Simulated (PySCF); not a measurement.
CH7B3O4Si.
Bonds: C1–B2, B2–O3, O3–B4, B4–O5, O5–B6, B6–O7, O7–Si8, B6–O9, B2–O9. Hydrogens: H10, H11, H12 on C1; H13 on B4; H14, H15, H16 on Si8.

NICS is the negative of the GIAO shielding at a point without a nucleus: at the ring centre (0) and 1 Å above and below it (1); zz is the component along the ring normal. Level: GIAO PBE0/pcSseg-1 (PySCF, non-relativistic, gas phase) on the PBE0-D3(BJ)/def2-SVP geometry, one conformer.

Ring bond lengths (Å), with Mayer bond orders in brackets: B2–O3 1.380 (1.09), O3–B4 1.369 (1.09), B4–O5 1.366 (1.11), O5–B6 1.375 (1.06), B6–O9 1.380 (1.02), O9–B2 1.378 (1.07).

Question: Give the NICS values of each ring in ppm.

Answer: 
```csv
ring,type,NICS(0),"NICS(1), two faces","NICS(1)zz, two faces",rms pucker (Å),"centre to ring atoms, mean (Å)"
B2–O3–B4–O5–B6–O9,6-membered ring with 3 B and 3 O; formal bonds all single,-2.0,-2.3 / -2.3,-1.2 / -1.1,0.00,1.37
```

Question: What do they say, and how far can they be read as aromaticity?

Answer: 
- B2–O3–B4–O5–B6–O9: mean NICS(1)zz -1.2 ppm, near zero.

Question: At the first NICS(1) probe listed for ring B2–O3–B4–O5–B6–O9, 1 Å off the ring, how large is the induced field along the normal in 11.7 T applied along it?

Answer: NICSzz × B0 = -1.2 ppm × 11.7 T = -14 μT, against the applied field.

Question: How shielded are the nuclei of the rings and their hydrogens (means over atoms taken as equivalent)?

Answer: 
```tsv
atoms	environment	σ isotropic (ppm)	principal values of the symmetric part, first atom (ppm)
B2	three-coordinate boron	67.0	33.5, 79.9, 87.5
O3	boron-bound oxygen	118.6	-64.1, 98.1, 321.9
B4	three-coordinate boron	73.3	59.5, 68.6, 91.9
O5	boron-bound oxygen	145.5	4.8, 116.1, 315.6
B6	three-coordinate boron	84.6	72.5, 86.3, 95.0
O9	boron-bound oxygen	147.5	14.1, 126.4, 302.0
H13	B–H hydrogen	26.73	23.2, 26.0, 31.0
```

Question: How do the values depend on the level or the medium?

Answer: 
```tsv
level	NICS(0), B2–O3–B4–O5–B6–O9	mean NICS(1)zz, B2–O3–B4–O5–B6–O9
PBE0/pcSseg-1, gas	-2.0	-1.2
wB97X-D/pcSseg-1, gas	-1.9	-1.0
```

The geometry is the same throughout.

Conformer computed: `[CH3:1][B:2]1[O:3][BH:4][O:5][B:6]([O:7][SiH3:8])[O:9]1`: O5–B6–O7–Si8 180°.
